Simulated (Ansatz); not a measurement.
`N#[C][SnH2][Cl]` + HCl → `[Cl][SnH2][Cl]` + `C#N` at 600 K and 1 bar (ligand exchange at the Sn–C bond).

Computed with Ansatz on PBE0-D4/def2-TZVP structures; ΔE is electronic, products minus reactants. CBS: MP2 limit from def2 TZ/QZ plus the TZ coupled-cluster correction, frozen cores. This one scheme is used for every species. def2 core potentials past Kr. For Sn outer-core shells are correlated without core-valence functions, which leaves a few kJ/mol of doubt a bond.

```
          species  CCSD(T)/CBS energy (Eh)  H − E (kJ/mol)  S (J/(mol·K))
`N#[C][SnH2][Cl]`               -767.77261           107.5          403.7
              HCl               -460.38127            35.4          207.2
 `[Cl][SnH2][Cl]`              -1134.85982            82.8          371.5
            `C#N`                -93.32098            64.3          228.4
```

H − E and S are ideal-gas, rigid-rotor, harmonic terms from PBE0-D4/def2-TZVP. 1 Eh = 2625.50 kJ/mol, R = 8.31446 J/(mol·K).

Q: By hand: ΔE, ΔH, ΔS and ΔG.

A: ΔE = (-1134.85982) + (-93.32098) − (-767.77261) − (-460.38127) = -0.02692 Eh = -70.7 kJ/mol. Δ(H − E) = 82.8 + 64.3 − 107.5 − 35.4 = 4.2, so ΔH = -66.5 kJ/mol. ΔS = 371.5 + 228.4 − 403.7 − 207.2 = -11.0 J/(mol·K). ΔG = -66.5 − 600 × (-11.0)/1000 = -59.9 kJ/mol.

Q: By hand: the equilibrium constant, and the temperature at which ΔG would vanish if ΔH and ΔS stayed fixed.

A: log₁₀ K = −ΔG/(RT ln 10) = 5.2. ΔG = 0 at ΔH/ΔS = 6045 K, far beyond where these terms or the molecules hold.

The number of gas molecules stays the same, so ΔS is small and ΔH decides. A doubt of 5 kJ/mol in ΔE shifts log₁₀ K by 0.4 here. These are equilibria of isolated gas molecules and say nothing of rates. Largest T1 diagnostic: 0.014 (customary marks: 0.02 for closed shells, 0.045 for open ones).
